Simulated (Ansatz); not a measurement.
Ansatz (a program for electronic structure) job for C4H7O, SMILES C(C)C([CH2])=O, multiplicity 2, PBE0/def2-SVPD. Geometry optimised at PBE-D3(BJ)/def2-SVP. The isomer is the one that the SMILES or the coordinates give; other isomers of the formula were not compared. The values are those of a single conformer.

Ansatz 0.2 input:
```yaml
crystal:
  periodic: [false, false, false]
  atoms:
    - {symbol: C, position_ang: [0.55517920, 1.88122748, -0.00000000]}
    - {symbol: C, position_ang: [-0.10893559, 0.59315944, 0.00000000]}
    - {symbol: O, position_ang: [-1.34848026, 0.51833726, 0.00000000]}
    - {symbol: C, position_ang: [0.76780020, -0.66075654, -0.00000000]}
    - {symbol: C, position_ang: [-0.03562401, -1.95447245, -0.00000000]}
    - {symbol: H, position_ang: [1.65275436, 1.97695477, -0.00000000]}
    - {symbol: H, position_ang: [-0.06768610, 2.78859607, 0.00000000]}
    - {symbol: H, position_ang: [1.44665802, -0.60366676, 0.88112873]}
    - {symbol: H, position_ang: [1.44665802, -0.60366676, -0.88112872]}
    - {symbol: H, position_ang: [0.62915602, -2.84027663, 0.00000000]}
    - {symbol: H, position_ang: [-0.69510852, -2.00979320, -0.88836253]}
    - {symbol: H, position_ang: [-0.69510852, -2.00979321, 0.88836253]}
basis:
  gaussian:
    orbitals: def2-SVPD
hamiltonian:
  xc: {name: PBE0}
magnetization: {spin_polarized: true, initial_magnetization: 1}
```

Program output:

```
WARN ansatz: RAYON_NUM_THREADS=1 ignored (pool sized by the plan → 1); use --threads N
Functional definition: PBE0
integrals: 0.08 GiB planned
1309 factors; their error is unknown
mean field: 0.92 GiB planned
mean field evaluation 1: about -6289.0394 eV, gradient 4.0e1 eV
mean field evaluation 2: about -6279.5420 eV, gradient 6.3e1 eV
mean field evaluation 4: about -6296.1674 eV, gradient 3.0e0 eV
mean field evaluation 8: about -6296.2134 eV, gradient 1.9e-1 eV
mean field evaluation 16: about -6296.1760 eV, gradient 1.0e-3 eV
mean field -6296.17595813 eV, -231.3801987601 hartree, gradient 2.9e-5 eV, S^2 0.768457; 1 other end points of the search recorded, 0 dependent functions left out
reference -6296.17599334 eV, -231.3802000539 hartree; 20, 19 occupied and 139, 140 virtual orbitals, 1309 factors
Total energy: -6296.17599334 eV, -231.3802000539 hartree
```

The calculation finished and met its thresholds.

Cost: around 8 core-seconds (rough).
